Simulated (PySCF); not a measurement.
Constitutional and geometric isomers with formula C2H3NSi. Gas-phase values, no solvent. Strings in code marks are SMILES.

Level of theory: PBE-D3(BJ)/def2-TZVP // B3LYP-D3(BJ)/def2-TZVP (PySCF 2.14.0). Excitations are Tamm–Dancoff values on a coarser integration grid. The basis has no diffuse functions, so Rydberg states are missing or too high.

| species | dipole moment (D) | S1 excitation (TDA) (eV) | HOMO (eV) |
|---|---|---|---|
| `N(C#C)=[SiH2]` | 2.79 | 2.13 | -5.24 |
| `C=[si]1cn1` | [?] | 2.99 | -5.54 |
| `C=[SiH]C#N` | 3.12 | 4.63 | -6.34 |
| `N=[si]1cc1` | 3.04 | 4.06 | -6.08 |
| `C#C/[SiH]=N/[H]` | 2.37 | [?] | [?] |

Some entries are withheld; supply them.


- `C=[si]1cn1`, dipole moment (D): 1.63
- `C#C/[SiH]=N/[H]`, S1 excitation (TDA) (eV): 3.61
- `C#C/[SiH]=N/[H]`, HOMO (eV): -6.23
